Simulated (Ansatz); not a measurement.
Reactions of CH5NSSi, SMILES `[SiH3]N=CS`.

Program: Ansatz. Geometries: PBE0-D4/def2-TZVP. ΔE: electronic, gas phase. CCSD(T)/CBS is the MP2 limit (def2-TZVPP, def2-QZVPP) plus CCSD(T) − MP2 in def2-TZVPP, frozen cores. This one scheme is used for every species, atoms too. Double bonds are as drawn, so ΔE can hold a change between cis and trans. Functionals use def2-TZVPP. No spin–orbit coupling; open shells (•) take unrestricted orbitals. Spin–orbit coupling would lower the free atoms: a little for C, S, Si. Bonds to Ge, Se are less sure, by a few kJ/mol each and by 10 to 20 or more in all where they break to atoms, as the def2 sets lack core-valence functions. Scalar relativity is left out up to krypton. Each species was taken in one conformer, which may not be the lowest.

```json
{"reaction": "`[SiH3]/N=C\\S` → `CS[Si]N`", "CCSD(T)/CBS(def2) (eV)": "?"}
{"reaction": "`[SiH3]/N=C\\S` → `NC([SiH3])=S`", "CCSD(T)/CBS(def2) (eV)": "-0.06"}
{"reaction": "`[SiH3]/N=C\\S` → `N=CS` + `[SiH2]`", "CCSD(T)/CBS(def2) (eV)": "?"}
{"reaction": "`[SiH3]/N=C\\S` → `SC1N[SiH2]1`", "CCSD(T)/CBS(def2) (eV)": "0.74"}
{"reaction": "`[SiH3]/N=C\\S` + `O=C(O)O` → `O=C(O)O[SiH3]` + `N=CS`", "CCSD(T)/CBS(def2) (eV)": "-0.46"}
{"reaction": "`[SiH3]/N=C\\S` + `O=C(O)[SeH]` → `O=C([SeH])O[SiH3]` + `N=CS`", "CCSD(T)/CBS(def2) (eV)": "-0.45"}
{"reaction": "`[SiH3]/N=C\\S` + HCl → `[SiH3]/N=C/Cl` + H₂S", "CCSD(T)/CBS(def2) (eV)": "0.13"}
{"reaction": "`[SiH3]/N=C\\S` + `[OH][GeH]([OH])[GeH3]` → `[OH][Ge]([OH])([SiH3])[GeH3]` + `N=CS`", "CCSD(T)/CBS(def2) (eV)": "0.21"}
{"reaction": "`[SiH3]/N=C\\S` + `OC1[SiH2]S1` → `[SiH3]OC1[SiH2]S1` + `N=CS`", "CCSD(T)/CBS(def2) (eV)": "?"}
{"reaction": "`[SiH3]/N=C\\S` → C• + 5 H• + N• + S• + Si•", "CCSD(T)/CBS(def2) (eV)": "31.35"}
```

(1) Fill in the missing values. (Estimate.)

Largest T1 diagnostic: 0.018, for `NC([SiH3])=S`.

Results:

(1) Ansatz gave: `[SiH3]/N=C\S` → `CS[Si]N`: -1.35 eV; `[SiH3]/N=C\S` → `N=CS` + `[SiH2]`: +2.83 eV; `[SiH3]/N=C\S` + `OC1[SiH2]S1` → `[SiH3]OC1[SiH2]S1` + `N=CS`: -0.44 eV.
